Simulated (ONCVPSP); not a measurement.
An all-electron radial function and its pseudo partner (titanium)

Columns: radius, all-electron u(r) and pseudo u(r) of the 3d shell (level -2.09 eV) of titanium in the configuration [Ne] 3s2 3p6 3d3 4s1; LDA (Perdew-Wang 92), scalar-relativistic, ONCV scheme, ONCVPSP 4.0.1.

| r (bohr) | all-electron | pseudo |
| --- | --- | --- |
| 0.085 | 0.0192 | 0.0034 |
| 0.170 | 0.0920 | 0.0256 |
| 0.255 | 0.1977 | 0.0796 |
| 0.340 | 0.3110 | 0.1684 |
| 0.425 | 0.4158 | 0.2848 |
| 0.510 | 0.5046 | 0.4131 |
| 0.595 | 0.5749 | 0.5353 |
| 0.680 | 0.6273 | 0.6355 |
| 0.765 | 0.6634 | 0.7044 |
| 0.850 | 0.6860 | 0.7410 |
| 0.935 | 0.6975 | 0.7500 |
| 1.020 | 0.7006 | 0.7402 |
| 1.105 | 0.6971 | 0.7208 |
| 1.190 | 0.6888 | 0.6993 |
| 1.275 | 0.6769 | 0.6796 |
| 1.360 | 0.6626 | 0.6628 |
| 1.445 | 0.6466 | 0.6466 |
| 1.530 | 0.6295 | 0.6295 |
| 1.615 | 0.6117 | 0.6117 |
| 1.700 | 0.5936 | 0.5936 |
| 1.785 | 0.5754 | 0.5754 |
| 1.870 | 0.5574 | 0.5574 |
| 1.955 | 0.5396 | 0.5396 |
| 2.040 | 0.5221 | 0.5221 |
| 2.125 | 0.5051 | 0.5051 |
| 2.210 | 0.4886 | 0.4885 |

(1) How many radial nodes do the two functions have?

(2) At about which radius was the pseudo-wave matched?

(3) Is the pseudo-wave norm-conserving?

Answers

(1) The all-electron 3d function has n − l − 1 = 0; the pseudo-wave has 0.

(2) 1.40 bohr, where the columns begin to agree (steps of 0.09 bohr).

(3) Yes: the ONCV scheme keeps the norm inside the radius equal to the all-electron one, which fixes the energy derivative of the logarithmic derivative at the level.
